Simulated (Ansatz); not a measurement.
The same redistribution along the group O, S, Se, Te.

Program: Ansatz. Geometries: PBE0-D4/def2-TZVP. ΔE: electronic, gas phase. CCSD(T)/CBS adds triple-zeta CCSD(T) − MP2 to the extrapolated MP2 energy (def2 sets, frozen cores). Functionals use def2-TZVPP. B3LYP here is the variant with VWN-RPA as its local correlation; programs differ in this. Elements past krypton have def2 core potentials. For Se, Te outer-core shells are correlated without core-valence functions, which leaves a few kJ/mol of doubt a bond. Scalar relativity is left out up to krypton. Each species was taken in one conformer, which may not be the lowest.

```json
{"reaction": "`O[SiH2][SiH3]` + `N=CC[SiH3]` → `N=CC[SiH2][SiH3]` + `O[SiH3]`", "CCSD(T)/CBS(def2) (kJ/mol)": "?"}
{"reaction": "`[SiH3][SiH2]S` + `N=CC[SiH3]` → `N=CC[SiH2][SiH3]` + `[SiH3]S`", "CCSD(T)/CBS(def2) (kJ/mol)": "0"}
{"reaction": "`[SiH3][SiH2][SeH]` + `N=CC[SiH3]` → `N=CC[SiH2][SiH3]` + `[SiH3][SeH]`", "CCSD(T)/CBS(def2) (kJ/mol)": "3"}
{"reaction": "`[SiH3][SiH2][TeH]` + `N=CC[SiH3]` → `N=CC[SiH2][SiH3]` + `[SiH3][TeH]`", "CCSD(T)/CBS(def2) (kJ/mol)": "6"}
```

(1) Fill in the missing values. (An estimate is asked.)

Largest T1 diagnostic: 0.013, for `N=CC[SiH2][SiH3]`.

Answers

(1) Ansatz gave: `O[SiH2][SiH3]` + `N=CC[SiH3]` → `N=CC[SiH2][SiH3]` + `O[SiH3]`: -8.4 kJ/mol.
